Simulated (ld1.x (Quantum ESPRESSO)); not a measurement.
# Configuration tests for Ta (TM)

Ta (Z = 73), norm-conserving Troullier–Martins (Kleinman–Bylander form), made with ld1.x (Quantum ESPRESSO) 7.5 (PBE, fully relativistic). Core [Xe] 4f14, reference 5d3 6s2 6p0. Waves: 6p (bound, empty): rc 2.85 bohr; 5d (bound): rc 2.90 bohr; 6s (bound): rc 3.00 bohr. Local part: the s channel. Core correction: none.

Open shells are filled in proportion to 2j + 1 (rel_dist='average').

Energies are relative to the spin-unpolarised reference configuration 5d3 6s2 6p0; without spin polarisation the order of configurations can differ from experiment.

(1) Give the all-electron excitation energy and the error of the potential for: 5d3 6s1 6p0; 5d3 6s0 6p0; 5d2 6s0 6p0; 5d2 6s2 6p1; 5d2 6s2 6p0; 5d4 6s1 6p0; 5d1 6s0 6p0.

Levels in the configuration 5d4 6s1 6p0:

```csv
level,all-electron (eV),pseudo (eV)
5d j=3/2,-2.978,-2.965
5d j=5/2,-2.450,-2.436
6s j=1/2,-4.971,-4.951
```

Results:

(1)

```
valence configuration  charge  ΔE all-electron (eV)  error AE − PS (meV)
          5d3 6s1 6p0      +1                 8.471                 +9.9
          5d3 6s0 6p0      +2                23.445                 +101
          5d2 6s0 6p0      +3                47.037                 +139
          5d2 6s2 6p1       0                 2.947                 +1.1
          5d2 6s2 6p0      +1                 7.683                 +9.6
          5d4 6s1 6p0       0                 2.089                 +5.0
          5d1 6s0 6p0      +4                82.054                 +463
```
